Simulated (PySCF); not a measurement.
PySCF job for C6H10O, SMILES O=C1CCCCC1, ωB97X-D3(BJ)/def2-SVP. Geometry: ωB97X-D3(BJ)/def2-SVP. The values are those of a single conformer.

```python
import numpy as np
from pyscf import gto, scf, dft, df
from pyscf.hessian import thermo

mol = gto.M(
    atom='''
    O     2.29609934   -0.34253333    0.00000000
    C     1.15702426    0.06376421   -0.00000000
    C     0.38923641    0.34433569   -1.28250158
    C    -1.01239164   -0.28395906   -1.26113245
    C    -1.78496562    0.11136921   -0.00000000
    C    -1.01239165   -0.28395905    1.26113246
    C     0.38923641    0.34433569    1.28250158
    H     0.29387639    1.44253862   -1.36896977
    H     0.99451834   -0.00808010   -2.13010423
    H    -1.56669454    0.01071278   -2.16661667
    H    -0.91545706   -1.38355110   -1.29654196
    H    -2.78022310   -0.36202256    0.00000000
    H    -1.95554696    1.20372858    0.00000000
    H    -1.56669453    0.01071278    2.16661667
    H    -0.91545706   -1.38355111    1.29654196
    H     0.99451834   -0.00808010    2.13010423
    H     0.29387639    1.44253863    1.36896976
    ''',
    basis='def2-SVP',
    charge=0,
    spin=0,
    max_memory=1600,
    verbose=3,
)
mf = dft.RKS(mol, xc='wb97x-d3bj').density_fit(auxbasis='def2-universal-jkfit')
mf.grids.level = 3
mf.conv_tol = 1e-11
mf.max_cycle = 100
mf.kernel()

# analytic Hessian; the response equations are solved on a coarser grid
h, args, fine = mf.Hessian(), (mf.mo_energy, mf.mo_coeff, mf.mo_occ), mf.grids
h.max_memory = max(150, 2.5e-5 * df.make_auxmol(mol, mf.with_df.auxbasis).nao * mol.nelec[0] * (mol.nelec[0] + mol.nao))  # MB; small integral blocks
h1ao = h.make_h1(mf.mo_coeff, mf.mo_occ)
mf.grids = dft.Grids(mol).set(level=1).build(with_non0tab=True)
mo1, mo_e1 = h.solve_mo1(*args, h1ao)
mf.grids = fine
hess = h.hess_elec(*args, mo1, mo_e1, h1ao) + h.hess_nuc()
if mf.do_disp():
    hess += h.get_dispersion()
for i in range(mol.natm):  # the analytic DFT Hessian lacks the response of the grid: restore translational invariance
    hess[i, i] -= hess[i].sum(axis=0)
hess = (hess + hess.transpose(1, 0, 3, 2)) / 2
vib = thermo.harmonic_analysis(mol, hess, imaginary_freq=False)
thermo.dump_normal_mode(mol, vib)
th = thermo.thermo(mf, vib['freq_au'][vib['freq_au'] > 0], 298.15, 101325)
thermo.dump_thermo(mol, th)
g0 = mf.nuc_grad_method().set(verbose=0).kernel()

# dipole derivatives [dipole axis, atom, xyz] from the same response
r, irp = mol.intor('int1e_r'), mol.intor('int1e_irp').reshape(3, 3, mol.nao, mol.nao)
sl, dm0, ok = mol.aoslice_by_atom(), np.array(mf.make_rdm1()), []
dmu = np.einsum('a,xt->xat', mol.atom_charges(), np.eye(3))
for a, (_, _, p0, p1) in enumerate(sl):
    dmu[:, a] += 2 * np.einsum('xtij,ij->xt', irp[:, :, :, p0:p1], dm0.reshape(-1, mol.nao, mol.nao).sum(0)[:, p0:p1])
    for u, c, occ, f in [(mo1, mf.mo_coeff, mf.mo_occ, 4)]:
        dmu[:, a] -= f * np.einsum('tui,xuv,vi->xt', u[a], r, c[:, occ > 0], optimize=True)
L = vib['norm_mode']
ir = 974.8801 * (np.einsum('xat,kat->kx', dmu, L) ** 2).sum(1)       # km/mol
apt = np.einsum('xax->a', dmu) / 3
print('mode   freq/cm-1   IR/(km/mol)')
for k, w in enumerate(vib['freq_wavenumber']):
    print(f'{k + 1:4d} {w:11.2f} {ir[k]:13.3f}')
print('max |gradient| / (hartree/bohr):', abs(g0).max())
print('APT charges:', apt.round(4))
```

It prints:

```
[...]
Char temp [K]                    2092.2016           2121.3322           2123.6380
Normal mode                   x     y     z       x     y     z       x     y     z
       0   O                 0.01 -0.00 -0.00    0.00 -0.00 -0.00    0.00 -0.00 -0.00
       1   C                 0.00  0.01  0.00   -0.00 -0.00  0.00    0.00  0.00  0.02
       2   C                 0.02  0.03 -0.05   -0.01 -0.01  0.01    0.01  0.01 -0.02
       3   C                -0.00  0.00  0.00   -0.01 -0.02 -0.01   -0.03 -0.04 -0.04
       4   C                 0.03 -0.01  0.00    0.06 -0.04  0.00   -0.00  0.00  0.01
       5   C                -0.00  0.00 -0.00   -0.01 -0.02  0.01    0.03  0.04 -0.04
       6   C                 0.02  0.03  0.05   -0.01 -0.01 -0.01   -0.01 -0.01 -0.02
       7   H                -0.20  0.04  0.40    0.07 -0.01 -0.09   -0.04  0.01  0.08
       8   H                -0.03 -0.43  0.12    0.02  0.11 -0.03   -0.02 -0.09  0.01
       9   H                 0.03 -0.02 -0.03    0.04  0.23  0.05    0.04  0.45  0.09
      10   H                -0.03 -0.00 -0.02    0.11 -0.01  0.22    0.25 -0.02  0.39
      11   H                -0.07  0.18 -0.00   -0.22  0.52 -0.00    0.00 -0.00 -0.06
      12   H                -0.20 -0.04 -0.00   -0.55 -0.12  0.00    0.00  0.00 -0.00
      13   H                 0.03 -0.02  0.03    0.04  0.23 -0.05   -0.04 -0.45  0.09
      14   H                -0.03 -0.00  0.02    0.11 -0.01 -0.22   -0.25  0.02  0.39
      15   H                -0.03 -0.43 -0.12    0.02  0.11  0.03    0.02  0.09  0.01
      16   H                -0.20  0.04 -0.40    0.07 -0.01  0.09    0.04 -0.01  0.08
Mode                                33                  34                  35
Irrep
Freq [cm^-1]                     1492.2767           1884.7312           3059.4608
Reduced mass [au]                   1.1116             11.5231              1.0677
Force const [Dyne/A]                1.4585             24.1166              5.8884
Char temp [K]                    2147.0539           2711.7086           4401.8830
Normal mode                   x     y     z       x     y     z       x     y     z
       0   O                 0.00 -0.00  0.00   -0.14  0.05 -0.00    0.00 -0.00 -0.00
       1   C                -0.00  0.00 -0.00    0.21 -0.08  0.00    0.00  0.00  0.00
       2   C                 0.01  0.01 -0.01   -0.02  0.01 -0.00    0.00  0.00 -0.00
       3   C                -0.01 -0.03 -0.04   -0.00  0.00 -0.00   -0.00  0.01 -0.00
       4   C                -0.04  0.01 -0.00    0.00  0.00 -0.00    0.04 -0.06  0.00
       5   C                -0.01 -0.03  0.04   -0.00  0.00  0.00   -0.00  0.01  0.00
       6   C                 0.01  0.01  0.01   -0.02  0.01  0.00    0.00  0.00  0.00
       7   H                -0.05  0.01  0.08   -0.02  0.00 -0.01    0.01 -0.06  0.00
       8   H                -0.02 -0.10  0.01    0.05 -0.02  0.04   -0.01  0.01  0.02
       9   H                -0.01  0.39  0.10    0.00  0.01 -0.01    0.03 -0.01  0.04
      10   H                 0.19 -0.02  0.37    0.01  0.00  0.00    0.00 -0.06 -0.00
      11   H                 0.10 -0.28  0.00    0.00 -0.00 -0.00   -0.37 -0.19 -0.00
      12   H                 0.30  0.06  0.00   -0.00 -0.00  0.00   -0.12  0.85 -0.00
      13   H                -0.01  0.39 -0.10    0.00  0.01  0.01    0.03 -0.01 -0.04
      14   H                 0.19 -0.02 -0.37    0.01  0.00 -0.00    0.00 -0.06  0.00
      15   H                -0.02 -0.10 -0.01    0.05 -0.02 -0.04   -0.01  0.01 -0.02
      16   H                -0.05  0.01 -0.08   -0.02  0.00  0.01    0.01 -0.06 -0.00
Mode                                36                  37                  38
Irrep
Freq [cm^-1]                     3061.7351           3066.9563           3068.8174
Reduced mass [au]                   1.0684              1.0695              1.0650
Force const [Dyne/A]                5.9011              5.9274              5.9094
Char temp [K]                    4405.1551           4412.6673           4415.3450
Normal mode                   x     y     z       x     y     z       x     y     z
       0   O                 0.00 -0.00  0.00    0.00 -0.00 -0.00   -0.00 -0.00  0.00
       1   C                -0.00 -0.00 -0.00   -0.00 -0.00  0.00   -0.00 -0.00 -0.00
       2   C                -0.01 -0.05  0.02   -0.01 -0.04  0.02    0.00  0.00 -0.00
       3   C                -0.00  0.01 -0.00    0.00  0.02  0.00    0.01  0.04  0.03
       4   C                 0.00 -0.00 -0.00    0.00 -0.01  0.00    0.00  0.00 -0.00
       5   C                 0.00 -0.01 -0.00    0.00  0.02 -0.00   -0.01 -0.04  0.03
       6   C                 0.01  0.05  0.02   -0.01 -0.04 -0.02   -0.00 -0.00 -0.00
       7   H                -0.06  0.63 -0.05   -0.06  0.61 -0.05    0.01 -0.07  0.00
       8   H                 0.13 -0.08 -0.18    0.12 -0.08 -0.17   -0.03  0.02  0.05
       9   H                 0.00 -0.00  0.01   -0.02  0.01 -0.02   -0.17  0.10 -0.28
      10   H                 0.01 -0.10 -0.00    0.02 -0.19 -0.01    0.05 -0.58 -0.01
      11   H                -0.00 -0.00  0.00    0.00  0.00 -0.00   -0.00 -0.00  0.01
      12   H                -0.00  0.00  0.00   -0.01  0.08 -0.00    0.00 -0.00 -0.00
      13   H                -0.00  0.00  0.01   -0.02  0.01  0.02    0.17 -0.10 -0.28
      14   H                -0.01  0.10 -0.00    0.02 -0.19  0.01   -0.05  0.58 -0.01
      15   H                -0.13  0.08 -0.18    0.12 -0.08  0.17    0.03 -0.02  0.05
      16   H                 0.06 -0.63 -0.05   -0.06  0.61  0.05   -0.01  0.07  0.00
Mode                                39                  40                  41
Irrep
Freq [cm^-1]                     3070.4086           3125.6354           3128.9408
Reduced mass [au]                   1.0646              1.0996              1.1038
Force const [Dyne/A]                5.9135              6.3294              6.3669
Char temp [K]                    4417.6343           4497.0934           4501.8492
Normal mode                   x     y     z       x     y     z       x     y     z
       0   O                -0.00  0.00 -0.00   -0.00  0.00  0.00    0.00 -0.00  0.00
       1   C                 0.00 -0.00  0.00    0.00 -0.00  0.00   -0.00  0.00  0.00
       2   C                -0.00 -0.01  0.01    0.00  0.00 -0.00    0.00  0.00 -0.00
       3   C                -0.01 -0.04 -0.03   -0.01  0.01 -0.02   -0.03  0.04 -0.04
       4   C                 0.01  0.01  0.00   -0.06 -0.06  0.00    0.00  0.00  0.00
       5   C                -0.01 -0.04  0.03   -0.01  0.01  0.02    0.03 -0.04 -0.04
       6   C                -0.00 -0.01 -0.01    0.00  0.00  0.00   -0.00 -0.00 -0.00
       7   H                -0.01  0.15 -0.01    0.00 -0.03  0.00    0.00 -0.04  0.00
       8   H                 0.05 -0.04 -0.08    0.00 -0.00 -0.00   -0.03  0.02  0.04
       9   H                 0.17 -0.10  0.28    0.13 -0.07  0.22    0.29 -0.16  0.48
      10   H                -0.05  0.55  0.01    0.00 -0.04 -0.00    0.03 -0.32 -0.01
      11   H                -0.14 -0.07 -0.00    0.73  0.35  0.00   -0.00 -0.00 -0.00
      12   H                 0.00 -0.01  0.00   -0.06  0.32 -0.00    0.00 -0.00 -0.00
      13   H                 0.17 -0.10 -0.28    0.13 -0.07 -0.22   -0.29  0.16  0.48
      14   H                -0.05  0.54 -0.01    0.00 -0.04  0.00   -0.03  0.32 -0.01
      15   H                 0.05 -0.04  0.08    0.00 -0.00  0.00    0.03 -0.02  0.04
      16   H                -0.01  0.15  0.01    0.00 -0.03 -0.00   -0.00  0.04  0.00
Mode                                42                  43                  44
Irrep
Freq [cm^-1]                     3132.3245           3159.3858           3160.7525
Reduced mass [au]                   1.1052              1.1002              1.1011
Force const [Dyne/A]                6.3888              6.4706              6.4814
Char temp [K]                    4506.7176           4545.6528           4547.6192
Normal mode                   x     y     z       x     y     z       x     y     z
       0   O                -0.00  0.00 -0.00    0.00 -0.00 -0.00   -0.00  0.00 -0.00
       1   C                 0.00  0.00  0.00   -0.00  0.00 -0.00    0.00 -0.00 -0.00
       2   C                 0.00  0.00 -0.00   -0.03  0.04  0.04    0.03 -0.04 -0.04
       3   C                -0.02  0.04 -0.03   -0.00  0.00 -0.00    0.00 -0.01  0.00
       4   C                 0.02  0.03  0.00    0.00  0.00 -0.00   -0.00 -0.00 -0.00
       5   C                -0.02  0.04  0.03    0.00 -0.00 -0.00    0.00 -0.01 -0.00
       6   C                 0.00  0.00  0.00    0.03 -0.04  0.04    0.03 -0.04  0.04
       7   H                 0.00 -0.04  0.00    0.02 -0.23  0.02   -0.02  0.24 -0.02
       8   H                -0.04  0.02  0.05    0.34 -0.20 -0.49   -0.34  0.20  0.48
       9   H                 0.26 -0.14  0.42    0.00 -0.00  0.01   -0.00  0.00 -0.01
      10   H                 0.03 -0.34 -0.02    0.00 -0.05 -0.00   -0.00  0.06  0.00
      11   H                -0.24 -0.12 -0.00   -0.00 -0.00  0.00    0.02  0.01  0.00
      12   H                 0.04 -0.25 -0.00    0.00 -0.00 -0.00   -0.00  0.02 -0.00
      13   H                 0.26 -0.14 -0.42   -0.00  0.00  0.01   -0.00  0.00  0.01
      14   H                 0.03 -0.34  0.02   -0.00  0.05 -0.00   -0.00  0.06 -0.00
      15   H                -0.04  0.02 -0.05   -0.34  0.20 -0.49   -0.34  0.20 -0.48
      16   H                 0.00 -0.04 -0.00   -0.02  0.23  0.02   -0.02  0.24  0.02
temperature 298.1500 [K]
pressure 101325.00 [Pa]
Rotational constants [GHz] 4.21245 2.48465 1.74017
Symmetry number 1
Zero-point energy (ZPE) 0.15261 [Eh]   400687.996 [J/mol]
                           tot       elec      trans        rot        vib
Entropy [J/mol/K]       331.981      0.000    165.947    114.097     51.938
Cv [J/mol/K]            102.720      0.000     12.472     12.472     77.777
Cp [J/mol/K]            111.035      0.000     20.786     12.472     77.777
Internal energy [J/mol]                      3718.434   3718.434 410090.218
Internal energy [Eh]   -309.65829  -309.81732
Enthalpy [J/mol]                             6197.391   3718.434 410090.218
Enthalpy [Eh]          -309.65734
Gibbs free energy [J/mol]                  -43279.574 -30299.655 394605.025
Gibbs free energy [Eh] -309.69504
mode   freq/cm-1   IR/(km/mol)
   1       95.13         2.770
   2      186.09         0.696
   3      313.76         0.175
   4      409.97         1.077
   5      415.40         2.285
   6      483.05         0.343
   7      502.33        11.086
   8      667.42         2.007
   9      769.45         3.121
  10      775.09         2.846
  11      867.49         0.720
  12      881.49         2.480
  13      911.39         0.016
  14      936.62         8.431
  15     1016.51         1.075
  16     1045.81         2.125
  17     1065.07         3.948
  18     1096.94         2.840
  19     1141.67         0.249
  20     1176.41        14.237
  21     1246.74        21.244
  22     1247.39         0.549
  23     1284.36         0.929
  24     1289.29         0.219
  25     1360.67         0.932
  26     1365.18         2.806
  27     1374.81        26.753
  28     1394.07         3.850
  29     1407.18         4.194
  30     1447.07        10.503
  31     1454.15        10.120
  32     1474.40        11.014
  33     1476.00         8.814
  34     1492.28         1.347
  35     1884.73       212.479
  36     3059.46        21.627
  37     3061.74         2.244
  38     3066.96         8.363
  39     3068.82        17.217
  40     3070.41        38.807
  41     3125.64        30.346
  42     3128.94        25.258
  43     3132.32        31.588
  44     3159.39        11.451
  45     3160.75        10.960
max |gradient| / (hartree/bohr): 2.2616735745300664e-05
APT charges: [-0.6675  0.7556 -0.0838  0.112   0.077   0.112  -0.0838 -0.0029 -0.0063
 -0.0326 -0.0333 -0.0317 -0.0395 -0.0326 -0.0333 -0.0063 -0.0029]
```

The run converged.
